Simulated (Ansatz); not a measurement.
`[SeH][SiH]1CS1` + `[Cl][GeH2][Cl]` → `[Cl][GeH]([Cl])[SeH]` + `C1[SiH2]S1`  (formal exchange of groups at the Se–Si bond)

Computed with Ansatz on PBE0-D4/def2-TZVP structures; ΔE is electronic, products minus reactants. CCSD(T)/CBS is the MP2 limit (def2-TZVPP, def2-QZVPP) plus CCSD(T) − MP2 in def2-TZVPP, frozen cores. For Ge, Se outer-core shells are correlated without core-valence functions, which leaves a few kJ/mol of doubt a bond. Scalar relativity is left out up to krypton. Each species was taken in one conformer, which may not be the lowest.

`[SeH][SiH]1CS1`:

Z-matrix (Å, degrees):
```
Si
C 1 1.835
S 1 2.079 2 56.9
Se 1 2.258 2 123.0 3 109.4
H 1 1.478 2 119.9 3 -108.3
H 2 1.086 1 119.7 3 -104.6
H 2 1.086 1 120.8 3 104.6
H 4 1.469 1 91.9 2 -38.9
```

`[Cl][GeH2][Cl]`:

```xyz
5

Cl   -1.450    1.328    0.546
Ge    0.085    0.013   -0.154
Cl    0.409   -1.489    1.334
H    -0.418   -0.674   -1.423
H     1.374    0.822   -0.303
```

`[Cl][GeH]([Cl])[SeH]`:

Cartesian coordinates in Å:
```
Cl 1.121 -0.179 -1.888
Ge 0.076 -0.552 -0.056
Cl -1.991 -0.737 -0.586
Se 0.401 1.183 1.464
H 0.562 -1.874 0.538
H -0.170 2.159 0.527
```

`C1[SiH2]S1`:

Cartesian coordinates in Å:
```
C 0.691 0.588 -0.246
Si -0.626 -0.541 0.366
S -0.291 -0.137 -1.652
H 1.728 0.264 -0.237
H 0.571 1.662 -0.149
H -1.823 0.031 1.019
H -0.251 -1.868 0.899
```

```json
{"species": "`[SeH][SiH]1CS1`", "CCSD(T)/CBS(def2) energy (Eh)": "-3128.04571"}
{"species": "`[Cl][GeH2][Cl]`", "CCSD(T)/CBS(def2) energy (Eh)": "-2996.94498"}
{"species": "`[Cl][GeH]([Cl])[SeH]`", "CCSD(T)/CBS(def2) energy (Eh)": "-5397.68334"}
{"species": "`C1[SiH2]S1`", "CCSD(T)/CBS(def2) energy (Eh)": "-727.30403"}
```

Work out ΔE.

ΔE = (-5397.68334) + (-727.30403) − (-3128.04571) − (-2996.94498) = 0.00332 Eh = +8.7 kJ/mol.

Largest T1 diagnostic among the species: 0.012.
